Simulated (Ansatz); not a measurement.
Geometry optimisation, Ansatz 0.2.0, RKS PBE/def2-SVP.

The input (input.yaml):

```yaml
crystal:
  periodic: [false, false, false]
  atoms:
    - { symbol: Sn, position_ang: [-0.915094, -0.203587, 0.541408] }
    - { symbol: H, position_ang: [1.83771, 0.179969, 1.515262] }
    - { symbol: O, position_ang: [2.225525, -0.051426, 0.633069] }
    - { symbol: H, position_ang: [2.38685, -1.011442, 0.723171] }
    - { symbol: O, position_ang: [-1.405982, 1.518606, -0.420054] }
    - { symbol: H, position_ang: [-1.401438, 1.381518, -1.387227] }
    - { symbol: H, position_ang: [-0.81127, -1.217538, -0.967629] }
basis:
  gaussian: { orbitals: def2-SVP }
hamiltonian:
  xc: pbe
relax:
  f_tol: 0.03
  max_steps: 50
```

Launched with:

```bash
$ ansatz run input.yaml --threads 1 --pin off --max-ram 2048MiB --backend cpu --events-out ev --progress --plain --runs-dir out
```

Problem. Where does it end, and by what steps?

Solution. It converged. After 18 steps the energy has fallen by 0.237 eV; H4 moved furthest, 0.82 Å.

```json
{"step": "0", "energy less start (eV)": "0.0000", "largest force component (eV/Å)": "0.663", "accepted": "yes"}
{"step": "1", "energy less start (eV)": "-0.0586", "largest force component (eV/Å)": "1.846", "accepted": "yes"}
{"step": "2", "energy less start (eV)": "-0.0814", "largest force component (eV/Å)": "2.247", "accepted": "yes"}
{"step": "3", "energy less start (eV)": "-0.1790", "largest force component (eV/Å)": "1.249", "accepted": "yes"}
{"step": "4", "energy less start (eV)": "-0.1758", "largest force component (eV/Å)": "1.393", "accepted": "no"}
{"step": "5", "energy less start (eV)": "-0.2043", "largest force component (eV/Å)": "0.776", "accepted": "yes"}
{"step": "6", "energy less start (eV)": "-0.2174", "largest force component (eV/Å)": "0.514", "accepted": "yes"}
{"step": "7", "energy less start (eV)": "-0.2229", "largest force component (eV/Å)": "0.244", "accepted": "yes"}
{"step": "8", "energy less start (eV)": "-0.2268", "largest force component (eV/Å)": "0.212", "accepted": "yes"}
{"step": "9", "energy less start (eV)": "-0.2297", "largest force component (eV/Å)": "0.181", "accepted": "yes"}
{"step": "10", "energy less start (eV)": "-0.2221", "largest force component (eV/Å)": "0.579", "accepted": "no"}
{"step": "11", "energy less start (eV)": "-0.2336", "largest force component (eV/Å)": "0.063", "accepted": "yes"}
{"step": "12", "energy less start (eV)": "-0.2344", "largest force component (eV/Å)": "0.190", "accepted": "yes"}
{"step": "13", "energy less start (eV)": "-0.2258", "largest force component (eV/Å)": "0.266", "accepted": "no"}
{"step": "14", "energy less start (eV)": "-0.2360", "largest force component (eV/Å)": "0.063", "accepted": "yes"}
{"step": "15", "energy less start (eV)": "-0.2366", "largest force component (eV/Å)": "0.039", "accepted": "yes"}
{"step": "16", "energy less start (eV)": "-0.2370", "largest force component (eV/Å)": "0.100", "accepted": "yes"}
{"step": "17", "energy less start (eV)": "-0.2372", "largest force component (eV/Å)": "0.054", "accepted": "yes"}
{"step": "18", "energy less start (eV)": "-0.2374", "largest force component (eV/Å)": "0.011", "accepted": "yes"}
```

```xyz
7
Properties=species:S:1:pos:R:3
Sn -0.899 -0.193 0.711
H 2.002 -0.061 1.575
O 1.616 0.095 0.691
H 1.890 -0.677 0.157
O -1.281 1.445 -0.444
H -1.022 1.269 -1.368
H -0.390 -1.282 -0.683
```

The run took 35 s on 1 thread of Arm Neoverse V2, on a shared host, peak memory 0.12 GiB.
